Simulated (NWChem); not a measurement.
Species: GaNH4; SMILES [NH2][GaH2]

Program: NWChem. The level has its own optimisation; frequencies are unscaled.

Task: What does the run give for PBE0/def2-SVP? Quantities: r Ga–H (Å); r Ga–N (Å); r H–N (Å); highest harmonic frequency (cm⁻¹); lowest (cm⁻¹); zero-point energy (kcal/mol); dipole (D).

Result: 
```json
{
  "r Ga–H (Å)": "1.565",
  "r Ga–N (Å)": "1.811",
  "r H–N (Å)": "1.013",
  "highest harmonic frequency (cm⁻¹)": "3727",
  "lowest (cm⁻¹)": "358",
  "zero-point energy (kcal/mol)": "24.3",
  "dipole (D)": "1.28"
}
```
